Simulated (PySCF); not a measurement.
SMILES CSC[SiH2]c1ccccc1, singlet at its GFN2-xTB optimised geometry (Å):

```
22

C     -2.3513    -4.0667     1.2992
S     -1.4603    -3.9417    -0.2745
C     -0.5383    -2.3911    -0.0181
Si    -1.6819    -0.8690    -0.0058
C     -0.6472     0.7058     0.0000
C     -1.2992     1.9356     0.0011
C     -0.5924     3.1233     0.0008
C      0.7928     3.1030    -0.0001
C      1.4599     1.8903     0.0000
C      0.7444     0.7058     0.0000
H     -2.8030    -5.0532     1.3206
H     -1.6472    -3.9629     2.1199
H     -3.1206    -3.3029     1.3540
H      0.1533    -2.3570    -0.8578
H      0.0451    -2.5094     0.8943
H     -2.5145    -0.8864     1.2079
H     -2.5404    -0.9295    -1.1929
H     -2.3795     1.9553     0.0017
H     -1.1194     4.0667     0.0012
H      1.3493     4.0290    -0.0006
H      2.5404     1.8677    -0.0003
H      1.2781    -0.2340     0.0000
```

Computed with PBE0/def2-SVP run with PySCF 2.14.0.

Map of the electrostatic potential (hartree/e), clipped to [-0.08, 0.12] on the plane z = 0.6 Å:

```
|2222222222222222222222222|
|2222222222222222222222222|
|2222222233332333322222222|
|2222222234433344332222222|
|2222222236954488432222222|
|2222222236999999432222222|
|2222222336999999433222222|
|2222233459999999543322222|
|2222234999997999995322222|
|2222234899997999995322222|
|2222233459999999543322222|
|2222223579999998333222222|
|2222223899999998432222222|
|2222224999995598432222222|
|2222224999995444332222222|
|2222223999998433322222222|
|2222223589999933222222222|
|2222234568999932222222222|
|2222247899998422222222222|
|2222237999982222222222222|
|2222236999940112222222222|
|2222236999400011222222222|
|2222235753100011122222222|
|2222233332100111122222222|
|2222222222111111122222222|
```
Scale: ten equal steps from -0.035 (start of '0') to 0.120 (end of '9'), in the order '0123456789'; x runs from -6.50 to 6.50, y from -6.50 (bottom) to 6.50 (top).
